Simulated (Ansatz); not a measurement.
Consider the homolysis of the C–In bond: `[CH3][In]([OH])[Br]` → `[CH3]`• + `[OH][In][Br]`•.

Computed with Ansatz on PBE0-D4/def2-TZVP structures; ΔE is electronic, products minus reactants. CBS: MP2 limit from def2 TZ/QZ plus the TZ coupled-cluster correction, frozen cores. This one scheme is used for every species. DFT in def2-TZVPP. B3LYP here is the variant with VWN-RPA as its local correlation; programs differ in this. HSE06 is defined as in plane-wave codes. No spin–orbit coupling; open shells (•) take unrestricted orbitals. def2 core potentials past Kr. For Br, In outer-core shells are correlated without core-valence functions, which leaves a few kJ/mol of doubt a bond. Scalar relativity is left out up to krypton. Each species was taken in one conformer, which may not be the lowest.

```
             level  ΔE (eV)  difference from CCSD(T)/CBS
       LDA (SPW92)     3.31                         0.33
            PBE-D4     2.72                        -0.26
         revPBE-D4     2.56                        -0.42
           BLYP-D4     2.48                        -0.50
         r2SCAN-D4     2.57                        -0.41
            B97M-V     2.74                        -0.24
           PBE0-D4     2.75                        -0.23
          B3LYP-D4     2.58                        -0.40
        r2SCANh-D4     2.58                        -0.40
        r2SCAN0-D4     2.59                        -0.39
          HSE06-D4     2.75                        -0.23
          BHLYP-D4     2.60                        -0.38
           ωB97X-V     2.95                        -0.03
           ωB97M-V     2.90                        -0.08
            B2PLYP     2.69                        -0.29
          PBE-QIDH     2.89                        -0.09
            revPBE     2.44                        -0.54
              BLYP     2.37                        -0.61
            r2SCAN     2.55                        -0.43
             B3LYP     2.50                        -0.48
           r2SCANh     2.56                        -0.42
           r2SCAN0     2.57                        -0.41
             HSE06     2.70                        -0.28
             BHLYP     2.53                        -0.45
         CAM-B3LYP     2.67                        -0.31
           LC-ωPBE     2.83                        -0.15
RPA@PBE/def2-TZVPP     2.73                        -0.25
       HF/def2-SVP     1.78                        -1.20
      MP2/def2-SVP     2.87                        -0.11
     CCSD/def2-SVP     2.67                        -0.31
  CCSD(T)/def2-SVP     2.73                        -0.25
     HF/def2-TZVPP     1.76                        -1.22
SCS-MP2/def2-TZVPP     2.99                         0.01
   CCSD/def2-TZVPP     2.79                        -0.19
     HF/def2-QZVPP     1.76                        -1.22
    MP2/def2-QZVPP     3.11                         0.13
SCS-MP2/def2-QZVPP     3.05                         0.07
      HF/CBS(def2)     1.76                        -1.22
     MP2/CBS(def2)     3.16                         0.18
    CCSD/CBS(def2)     2.89                        -0.09
       CCSD(T)/CBS     2.98                            0
```

Largest T1 diagnostic among the species: 0.018.

From BLYP to BHLYP (50 % exact exchange), in def2-TZVPP and without D4, ΔE moves by +0.15 eV. At CCSD(T), def2-SVP lies −0.25 eV from the extrapolated value and def2-TZVPP −0.10 eV: correlation converges slowly with the basis, and small sets miss more of it in the bonded molecule than in its fragments.
